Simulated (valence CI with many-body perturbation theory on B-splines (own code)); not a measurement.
## E1 transitions of Lu63+

Method: configuration interaction combined with many-body perturbation theory (CI+MBPT): six valence electrons over a frozen Dirac-Fock core [He], a basis of 9 s, 9 p, 8 d, 6 f, 3 g, 1 h functions for each j, with the one-electron correlation potential Σ1, the two-electron term Σ2, the three-electron term Σ3, Breit, model QED; selected CI, second order for the rest, scaled by the run's own slope (own B-spline code, finite nucleus).

No measured spectrum was set against this ion. As an estimate, large intervals hold to a few tenths of a per cent, small ones and those within an open d or f shell to about a per cent. Among the levels kept, up to 2200 cm⁻¹ of a level comes from second order outside the variational space, and about a tenth of that is noise between levels of different J, which matters for small intervals.

Lines 51 to 100 of 197 in falling wavelength, among levels below 9623.8 eV, chosen from the strongest by gf and those to the six lowest levels. Wavelengths and rates use the calculated energies. Electric multipoles are in the length gauge with retardation, E1 and E2 with the static RPA response of the core. Weak lines are less certain than strong ones. Lines between different terms over intervals too small for the method are left out, as are lines whose strength nearly cancels. The highest levels of a list are the least certain.

Levels are named by their leading jj configuration (3d3/2^4 stands for four electrons in 3d with j = 3/2), which in mixed levels can hold well under half, so a name can repeat and another be missing. Letters in brackets count levels of one name in rising energy.

```csv
λ vac (nm),Upper,Lower,A (s⁻¹),S (a.u.) with core polarisation,S without
2.789,(2s^2 2p1/2^2 2p3/2 3p3/2) J=3,(2s^2 2p1/2^2 2p3/2 3s) J=2,1.03e+12,7.75e-02,7.75e-02
2.786,(2s^2 2p1/2^2 2p3/2 3p3/2) J=1,(2s^2 2p1/2^2 2p3/2 3s) J=2,1.83e+11,5.85e-03,5.85e-03
2.783,(2s^2 2p1/2^2 2p3/2 3d3/2) J=2,(2s^2 2p1/2^2 2p3/2 3p1/2) J=1,3.59e+11,1.91e-02,1.91e-02
2.777,(2s^2 2p1/2 2p3/2^2 3p3/2) J=3 [a],(2s^2 2p1/2 2p3/2^2 3s) J=2 [a],1.07e+12,7.92e-02,7.93e-02
2.755,(2p1/2^2 2p3/2^4) J=0,(2s 2p1/2 2p3/2^4) J=1,3.79e+11,3.91e-03,3.92e-03
2.744,(2s^2 2p1/2^2 2p3/2 3d3/2) J=3,(2s^2 2p1/2^2 2p3/2 3p1/2) J=2,7.30e+11,5.21e-02,5.21e-02
2.738,(2s^2 2p1/2 2p3/2^2 3p3/2) J=1 [a],(2s^2 2p1/2 2p3/2^2 3s) J=1 [a],4.09e+11,1.24e-02,1.24e-02
2.728,(2s^2 2p1/2 2p3/2^2 3p3/2) J=2 [c],(2s^2 2p1/2 2p3/2^2 3s) J=1 [b],8.37e+11,4.20e-02,4.20e-02
2.723,(2s^2 2p1/2^2 2p3/2 3d3/2) J=1,(2s^2 2p1/2^2 2p3/2 3p1/2) J=2,1.37e+11,4.09e-03,4.09e-03
2.721,(2s^2 2p1/2 2p3/2^2 3p3/2) J=1 [c],(2s^2 2p1/2 2p3/2^2 3s) J=1 [b],3.98e+11,1.19e-02,1.19e-02
2.719,(2s^2 2p1/2 2p3/2^2 3p3/2) J=2 [a],(2s^2 2p1/2 2p3/2^2 3s) J=2 [a],4.41e+11,2.18e-02,2.19e-02
2.714,(2s^2 2p1/2^2 2p3/2 3d3/2) J=1,(2s^2 2p1/2^2 2p3/2 3p1/2) J=1,6.24e+11,1.85e-02,1.85e-02
2.701,(2s^2 2p1/2 2p3/2^2 3p3/2) J=1 [c],(2s^2 2p1/2 2p3/2^2 3s) J=0,7.25e+11,2.12e-02,2.12e-02
2.694,(2s^2 2p1/2^2 2p3/2 3d3/2) J=0,(2s^2 2p1/2^2 2p3/2 3p1/2) J=1,7.78e+11,7.51e-03,7.52e-03
2.686,(2s 2p1/2^2 2p3/2^3) J=1,(2s^2 2p1/2 2p3/2^3) J=1,3.01e+10,8.65e-04,8.67e-04
2.674,(2s^2 2p1/2^2 2p3/2 3p3/2) J=2,(2s^2 2p1/2^2 2p3/2 3s) J=1,6.23e+11,2.94e-02,2.94e-02
2.670,(2s^2 2p1/2 2p3/2^2 3p3/2) J=1 [a],(2s^2 2p1/2 2p3/2^2 3s) J=2 [a],6.22e+10,1.75e-03,1.75e-03
2.645,(2s^2 2p1/2 2p3/2^2 3p3/2) J=3 [b],(2s^2 2p1/2 2p3/2^2 3s) J=2 [a],2.59e+10,1.66e-03,1.66e-03
2.629,(2s^2 2p1/2 2p3/2^2 3p3/2) J=1 [b],(2s^2 2p1/2 2p3/2^2 3s) J=2 [b],5.79e+11,1.56e-02,1.56e-02
2.625,(2s^2 2p1/2^2 2p3/2 3p3/2) J=2,(2s^2 2p1/2^2 2p3/2 3s) J=2,6.06e+11,2.71e-02,2.71e-02
2.584,(2s^2 2p1/2 2p3/2^2 3p3/2) J=2 [b],(2s^2 2p1/2 2p3/2^2 3s) J=2 [b],7.80e+11,3.32e-02,3.32e-02
2.540,(2s^2 2p1/2 2p3/2^2 3p3/2) J=2 [b],(2s^2 2p1/2 2p3/2^2 3s) J=3,2.60e+11,1.05e-02,1.05e-02
2.538,(2s^2 2p1/2^2 2p3/2 3p3/2) J=0,(2s^2 2p1/2^2 2p3/2 3s) J=1,1.44e+12,1.16e-02,1.16e-02
2.517,(2s^2 2p1/2 2p3/2^2 3p3/2) J=1 [b],(2s^2 2p1/2 2p3/2^2 3s) J=1 [a],6.10e+11,1.44e-02,1.44e-02
2.483,(2s^2 2p1/2 2p3/2^2 3p3/2) J=2 [c],(2s^2 2p1/2 2p3/2^2 3s) J=2 [b],2.99e+11,1.13e-02,1.13e-02
2.459,(2s^2 2p1/2 2p3/2^2 3p3/2) J=1 [b],(2s^2 2p1/2 2p3/2^2 3s) J=2 [a],1.70e+11,3.74e-03,3.74e-03
2.443,(2s^2 2p1/2 2p3/2^2 3p3/2) J=2 [c],(2s^2 2p1/2 2p3/2^2 3s) J=3,7.34e+10,2.64e-03,2.64e-03
2.377,(2s^2 2p1/2 2p3/2^2 3p3/2) J=1 [c],(2s^2 2p1/2 2p3/2^2 3s) J=1 [a],9.43e+10,1.88e-03,1.88e-03
1.684,(2s^2 2p3/2^4) J=0,(2s 2p1/2^2 2p3/2^3) J=1,2.27e+10,5.36e-05,5.37e-05
0.8466,(2s 2p1/2^2 2p3/2^2 3s) J=3,(2s^2 2p1/2^2 2p3/2 3s) J=2,2.01e+12,4.21e-03,4.22e-03
0.8417,(2s 2p1/2^2 2p3/2^2 3p1/2) J=3,(2s^2 2p1/2^2 2p3/2 3p1/2) J=2,1.94e+12,4.01e-03,4.01e-03
0.8417,(2s 2p1/2^2 2p3/2^2 3p1/2) J=2,(2s^2 2p1/2^2 2p3/2 3p1/2) J=1,1.80e+12,2.64e-03,2.65e-03
0.8350,(2s 2p1/2^2 2p3/2^2 3s) J=2 [a],(2s^2 2p1/2^2 2p3/2 3s) J=1,1.08e+12,1.55e-03,1.55e-03
0.8302,(2s 2p1/2^2 2p3/2^2 3s) J=2 [a],(2s^2 2p1/2^2 2p3/2 3s) J=2,1.28e+12,1.81e-03,1.81e-03
0.8060,(2s 2p1/2^2 2p3/2^3) J=2,(2s^2 2p1/2^2 2p3/2^2) J=2,6.82e+12,8.81e-03,8.82e-03
0.8002,(2s 2p1/2 2p3/2^4) J=0,(2s^2 2p1/2 2p3/2^3) J=1,1.36e+13,3.44e-03,3.45e-03
0.7953,(2s 2p1/2^2 2p3/2^2 3s) J=1 [a],(2s^2 2p1/2^2 2p3/2 3s) J=1,6.18e+11,4.60e-04,4.61e-04
0.7946,(2s 2p1/2^2 2p3/2^3) J=1,(2s^2 2p1/2^2 2p3/2^2) J=0,4.33e+12,3.21e-03,3.22e-03
0.7932,(2s 2p1/2^2 2p3/2^2 3s) J=1 [b],(2s^2 2p1/2^2 2p3/2 3s) J=1,1.06e+13,7.87e-03,7.88e-03
0.7913,(2s 2p1/2^2 2p3/2^2 3s) J=2 [b],(2s^2 2p1/2^2 2p3/2 3s) J=1,1.26e+12,1.54e-03,1.54e-03
0.7909,(2s 2p1/2^2 2p3/2^2 3s) J=1 [a],(2s^2 2p1/2^2 2p3/2 3s) J=2,6.79e+12,4.97e-03,4.98e-03
0.7907,(2s 2p1/2 2p3/2^4) J=1,(2s^2 2p1/2 2p3/2^3) J=2,1.26e+13,9.22e-03,9.24e-03
0.7888,(2s 2p1/2^2 2p3/2^2 3s) J=1 [b],(2s^2 2p1/2^2 2p3/2 3s) J=2,1.33e+12,9.70e-04,9.71e-04
0.7870,(2p1/2^2 2p3/2^4) J=0,(2s 2p1/2^2 2p3/2^3) J=1,2.75e+13,6.62e-03,6.63e-03
0.7870,(2s 2p1/2^2 2p3/2^2 3s) J=2 [b],(2s^2 2p1/2^2 2p3/2 3s) J=2,6.26e+12,7.53e-03,7.54e-03
0.7814,(2s^2 2p1/2 2p3/2^2 3p3/2) J=2 [a],(2s^2 2p1/2^2 2p3/2 3s) J=1,5.53e+11,6.51e-04,6.52e-04
0.7814,(2s 2p1/2 2p3/2^4) J=1,(2s^2 2p1/2 2p3/2^3) J=1,2.27e+12,1.60e-03,1.61e-03
0.7773,(2s^2 2p1/2 2p3/2^2 3p3/2) J=1 [a],(2s^2 2p1/2^2 2p3/2 3s) J=1,9.48e+11,6.60e-04,6.61e-04
0.7772,(2s^2 2p1/2 2p3/2^2 3p3/2) J=2 [a],(2s^2 2p1/2^2 2p3/2 3s) J=2,4.85e+12,5.62e-03,5.63e-03
0.7769,(2s 2p1/2^2 2p3/2^2 3s) J=0,(2s^2 2p1/2^2 2p3/2 3s) J=1,6.92e+12,1.60e-03,1.60e-03
```
